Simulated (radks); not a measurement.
Results of a calculation; reference values are marked as such.
Q: Excited configurations of the germanium ion Ge2+: one electron is placed in a higher orbital outside [Ar] 3d10 4s1. The ground configuration is [Ar] 3d10 4s2. Code: a radial shooting solver on a logarithmic mesh with Libxc functionals. Model: scalar-relativistic Kohn-Sham, PBE, spin-unpolarised, spherical densities, finite nucleus; Fermi nuclear charge, rms radius 4.0742 fm. Excitation = E - E(ground); binding = E(ion) - E, where the ion is the core of charge +3; n* = 3/sqrt(2 binding) in atomic units, and the quantum defect is n - n*.

outer orbital  excitation (eV)  binding (eV)     n*  quantum defect  eigenvalue (eV)  <r> (bohr)
4p                       9.516        25.275  2.201           1.799          -20.619       2.305
5s                      20.330        14.461  2.910           2.090          -12.324       4.353
6s                      26.615         8.177  3.870           2.130           -7.012       7.697
6d                      29.636         5.156  4.874           1.126           -4.407       11.24
7p                      30.162         4.630  5.143           1.857           -4.004       13.31
7d                      31.180         3.612  5.823           1.177           -3.122       16.50

Estimate the row for 7f.

A: excitation (eV) 32.044; binding (eV) 2.747; n* 6.676; quantum defect 0.324; eigenvalue (eV) -2.367; <r> (bohr) 21.03. The Delta-SCF ionisation energy is 34.791 eV (NIST Atomic Spectra Database: 34.058 eV, measured). Self-interaction in the functional shifts the binding energies and quantum defects, so they are the method's values and not measured ones. Spin polarisation and multiplet splitting are left out, so open shells lie too high by an amount that depends on their filling.

Beside tabulated values, note that spin-unpolarised runs miss the spin-polarisation part of the exchange energy of open shells.
